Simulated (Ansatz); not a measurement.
A search over several starts for the lowest SCF solution of the cluster CrO₃ at the given spin, in a small basis.

```yaml
crystal:
  periodic: [false, false, false]
  atoms:
    - {symbol: Cr, position_ang: [-0.610340, 0.096431, 0.270045]}
    - {symbol: O, position_ang: [-1.070646, 1.486199, -0.179018]}
    - {symbol: O, position_ang: [1.117913, -0.528657, 0.489922]}
    - {symbol: O, position_ang: [0.563083, -1.053983, -0.580959]}
basis:
  gaussian: {orbitals: def2-SVP}
hamiltonian: {xc: pbe0, dispersion: d4}
output: {orbitals: {seedname: orbitals}}
```

```sh
$ ansatz run in.yaml --threads 2 --pin off --events-out ev --progress --plain --max-ram 4352MiB
```

Shortened log:

```
Functional definition: PBE0
744 factors; integrals over basis functions are off by at most 6.7e-4 eV
mean field evaluation 1: about -34533.0887 eV, gradient 5.1e1 eV
mean field evaluation 2: about -34448.6611 eV, gradient 2.4e2 eV
mean field evaluation 4: about -34532.8639 eV, gradient 5.0e1 eV
mean field evaluation 8: about -34537.6457 eV, gradient 8.2e-1 eV
mean field evaluation 16: about -34537.6502 eV, gradient 5.8e-3 eV
mean field evaluation 32: about -34537.4893 eV, gradient 1.9e0 eV
mean field -34537.65019290 eV, -1269.2352341290 hartree, gradient 3.2e-5 eV, S^2 0.000000; 2 other end points of the search recorded, 0 dependent functions left out
reference -34537.65025518 eV, -1269.2352364177 hartree; 24, 24 occupied and 49, 49 virtual orbitals, 744 factors
Total energy: -34537.71614591 eV, -1269.2376578573 hartree
```

Run time 2.4 s (2 threads of Arm Neoverse V1 on a shared host).

The structure holds one bond between oxygen atoms, so isomers without such links may lie far lower. A triplet lies near this restricted singlet, and broken spin symmetry wasn't tried. At PBE0-D4/def2-TZVP a triplet of charge 0 lies 1.05 eV below the restricted singlet at the same geometry. The structure comes from a short search, and lower isomers may exist.
